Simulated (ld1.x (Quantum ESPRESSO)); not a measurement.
What one change does to a pseudopotential (germanium (Ge), TM)

```
Element                 : germanium
Generator               : ld1.x (Quantum ESPRESSO) 7.5
Type                    : norm-conserving Troullier–Martins (Kleinman–Bylander form)
Functional              : PBE
Relativity              : fully relativistic
Frozen core             : [Ar] 3d10
Valence charge          : 4
Reference configuration : 4s2 4p1.75 (charge +0.25)
Partial waves           : 4s (bound): rc 1.50 bohr; 4p (bound): rc 1.90 bohr; 4d channel at 0.45 Ry: rc 1.75 bohr
Local potential         : all-electron potential smoothed inside 1.15 bohr (lloc = -1)
Core correction         : none
```

Open shells are filled in proportion to 2j + 1 (rel_dist='average').

Change: all radii scaled by about 1.22 (s 1.84, p 2.32, d 2.14 bohr); local potential all-electron potential smoothed inside 1.40 bohr (lloc = -1).

Cutoffs: the cutoffs (Ry, on a coarse ladder) from which the occupation-weighted sum of valence levels, in a spherical-Bessel basis at the reference potential, stays within 10 and 1 mRy of its value at 400 Ry; they do not see the model core or the augmentation charge, which bear on the density cutoff. Errors are all-electron minus pseudo energies relative to the spin-unpolarised reference configuration.

**Question.** Predict the effect on cutoff, ghosts and configuration errors.

**Answer.** The potential gets softer (30 Ry and 45 Ry → 18 Ry and 40 Ry); the bound ghost in s disappears; of the 7 tests that both files solve, the error grows in 5 and shrinks in 0 by more than 15 % and 0.3 meV (median size 5.0 → 17.6 meV). A larger radius leaves more room for a smooth pseudo-wave, so fewer plane waves are needed. More of the atom is replaced by a form fitted at one configuration, so other configurations suffer.

```tsv
quantity	base	changed
cutoff, loose	30 Ry	18 Ry
cutoff, tight	45 Ry	40 Ry
loose cutoff by channel (10 mRy a level)	s 30 Ry, p 6 Ry	s 15 Ry, p 6 Ry
bound ghosts	s	none
error for 4s2 4p2, meV [ΔE -1.18 eV]	0.0	+0.2
error for 4s2 4p1, meV [ΔE 6.26 eV]	-0.8	+13
error for 4s2 4p0, meV [ΔE 21.71 eV]	-5.0	+138
error for 4s1 4p0, meV [ΔE 56.50 eV]	+82	+753
error for 4s2 4p1.5, meV [ΔE 1.62 eV]	-0.1	+0.5
error for 4s0 4p4, meV [ΔE 15.01 eV]	+50	+52
error for 4s1 4p2, meV [ΔE 14.98 eV]	+9.9	+18
```

 A true bound ghost makes a file unfit for plane-wave use even where its test errors are small: the radial tests pick states by their node count and pass the ghost by.
